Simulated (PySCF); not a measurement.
**InO at ωB97X**

Level: ωB97X. basis In x2c-TZVPPall, O x2c-TZVPPall; spin-free X2C with a Gaussian nucleus; PySCF 2.14.

```json
{
 "state": "²Π (doublet), unpaired electrons π ↑",
 "bond length": "2.083 Å",
 "harmonic wavenumber": "513 cm⁻¹",
 "force constant": "2.18 mdyn/Å",
 "rotational constant Be": "0.2768 cm⁻¹",
 "anharmonicity ωexe": "2.42 cm⁻¹",
 "vibration–rotation constant αe": "0.00197 cm⁻¹",
 "well depth De to In + O": "84.5 kcal/mol",
 "dissociation energy D0": "83.8 kcal/mol",
 "bond order (Mayer)": "0.80",
 "dipole moment (positive dipole means In(−)O(+))": "-2.89 D"
}
```

These are scalar-relativistic numbers at best; spin–orbit coupling would shift them, the dissociation energy most. The state was picked by a PBE0 search and need not be the measured ground state.
